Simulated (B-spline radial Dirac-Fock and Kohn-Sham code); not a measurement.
**Cl: eigenvalues, ΔSCF and the reference**

System: atomic chlorine in the configuration 1s2 2s2 2p6 3s1 3p6 (not the ground configuration).

The density-functional columns are spherical, spin-unpolarised Dirac-Kohn-Sham results without Breit or QED terms: −ε is minus the orbital energy of the initial state and ΔSCF the difference of two total energies. The reference in the last column comes from relaxed Dirac-Fock hole states (ΔSCF) with Breit and QED corrections and a finite nucleus. All numbers are from a radial B-spline solver, in eV; a selection of levels is shown.

```csv
level,LDA −ε,LDA ΔSCF,Dirac-Fock
L2,194.0,212.5,211.9
L3,192.3,210.7,210.3
M1,21.35,27.20,30.72
M2,9.32,14.62,12.50
M3,9.19,14.47,12.37
```

Values without a named source are computed, but for edge energies of neutral atoms, which are taken from tables.
